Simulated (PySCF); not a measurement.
# Correlation energy of B³⁺ (boron, charge +3)

1s2, closed-shell 1S. Calculation: PySCF 2.14, in aug-cc-pwCVDZ; no relativity, point nucleus. Frozen: nothing; 2 electrons correlated.

With two correlated electrons CCSD is exact within the correlated space (frozen core and kept virtual orbitals).

```tsv
level	correlation energy (mhartree)
CCSD	-25.61
```

Diagnostics: T1 = 0.00059, D1 = 0.0008, largest double amplitude 0.017.

**Question.** Is a single reference adequate?

**Answer.** Yes: T1 lies below 0.03 and no double amplitude reaches 0.07.
